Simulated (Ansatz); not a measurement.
Basis-set series for CH8AlGaSi (`[CH3][AlH][SiH2][GaH2]`). Charge 0, multiplicity 1. All single points use the PBE0-D4/def2-TZVP geometry. It is one conformer, not always the lowest.

```tsv
atom	x (Å)	y (Å)	z (Å)
C1	-1.081	1.766	1.286
Al2	0.608	0.887	0.856
Si3	0.903	-0.306	-1.264
Ga4	0.056	-2.541	-1.068
H5	-1.779	1.800	0.447
H6	-0.912	2.790	1.634
H7	-1.575	1.239	2.111
H8	1.785	0.873	1.929
H9	2.340	-0.341	-1.666
H10	0.142	0.400	-2.340
H11	-1.477	-2.833	-1.278
H12	0.990	-3.735	-0.645
```

| functional | basis | functions | energy (Eh) | HOMO (eV) | LUMO (eV) |
| --- | --- | --- | --- | --- | --- |
| PBE0-D4 | def2-SVP | 122 | -2498.68977 | -6.98 | -2.32 |
| PBE0-D4 | def2-TZVPP | 275 | -2499.16810 | -6.96 | -2.34 |
| ωB97M-V | def2-SVP | 122 | -2499.03229 | -8.85 | -0.65 |
| ωB97M-V | def2-TZVPP | 275 | -2499.51429 | -8.86 | -0.70 |

(1) Give the rows for def2-QZVPP. (Best estimate.)

Answers

(1) The calculation gave: 
```
functional       basis  functions  energy (Eh)  HOMO (eV)  LUMO (eV)
   PBE0-D4  def2-QZVPP        526  -2499.23121      -6.96      -2.35
   ωB97M-V  def2-QZVPP        526  -2499.57584      -8.86      -0.77
```

Scalar relativity is left out up to krypton.

All numbers were calculated with Ansatz.
